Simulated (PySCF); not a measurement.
Nuclear quadrupole coupling in `Cc1nncn1C`

Compound: C4H7N3.
SMILES with atom numbers: `[CH3:1][c:2]1[n:3][n:4][cH:5][n:6]1[CH3:7]` (hydrogens: H8, H9, H10 on C1; H11 on C5; H12, H13, H14 on C7)

Cartesian coordinates in Å at the GFN2-xTB level; atoms count from 1:
```
atom  x, y, z in Å
C1     1.815   -0.305   -0.361
C2     0.648    0.596   -0.231
N3     0.637    1.885   -0.412
N4    -0.612    2.331   -0.198
C5    -1.349    1.309    0.111
N6    -0.608    0.166    0.110
C7    -1.032   -1.173    0.395
H8     2.682    0.286   -0.638
H9     2.013   -0.814    0.582
H10    1.633   -1.058   -1.128
H11   -2.394    1.341    0.338
H12   -2.094   -1.170    0.633
H13   -0.862   -1.819   -0.470
H14   -0.477   -1.575    1.246
```

Field gradients from the PBE0/pcSseg-1 density (PySCF, non-relativistic), principal values in atomic units, ordered |Vxx| ≤ |Vyy| ≤ |Vzz|:

```
atom     Vxx     Vyy      Vzz
  N3  0.3769  0.6659  -1.0427
  N4  0.4283  0.6513  -1.0796
  N6  0.2096  0.4136  -0.6232
```

**Question.** Find the asymmetry η = (Vxx − Vyy)/Vzz and the couplings χ = eQV/h (234.96 MHz × Q in barn × V in au), with Q(14N) = 0.02044 b.

**Answer.** 
| atom | environment | nucleus | η | χzz (MHz) | χxx (MHz) | χyy (MHz) |
| --- | --- | --- | --- | --- | --- | --- |
| N3 | pyridine-type nitrogen | 14N | 0.28 | -5.01 | 1.81 | 3.20 |
| N4 | pyridine-type nitrogen | 14N | 0.21 | -5.18 | 2.06 | 3.13 |
| N6 | pyrrole-type nitrogen | 14N | 0.33 | -2.993 | 1.007 | 1.986 |

**Question.** What is Vzz at N4 in SI units (1 au = 9.71736 × 10²¹ V/m²)?

**Answer.** -1.0796 au = -10.491 × 10²¹ V/m².

**Question.** What couplings would deuterons (Q(2H) = 0.00286 b) have in place of the hydrogens, at this geometry?

**Answer.** 
| atom | bonded to | bond length (Å) | Vzz (au) | η | χzz (kHz) |
| --- | --- | --- | --- | --- | --- |
| H8 | C1 | 1.085 | 0.3145 | 0.02 | 211 |
| H9 | C1 | 1.090 | 0.3090 | 0.03 | 208 |
| H10 | C1 | 1.090 | 0.3090 | 0.03 | 208 |
| H11 | C5 | 1.070 | 0.3443 | 0.10 | 231 |
| H12 | C7 | 1.089 | 0.3040 | 0.08 | 204 |
| H13 | C7 | 1.092 | 0.2970 | 0.06 | 200 |
| H14 | C7 | 1.092 | 0.2971 | 0.06 | 200 |

Isolated species at its GFN2-xTB geometry, gas phase. GFN2-xTB bond lengths can be off by several hundredths of an ångström, more for odd bonds, and the gradients follow them. With so small a basis the couplings can be 20 % off.

The run behind these numbers computed NMR shieldings as well. Hardware: Arm Neoverse V1, one thread, shared host. Cost: 16 s wall, 0.69 GiB resident at most.
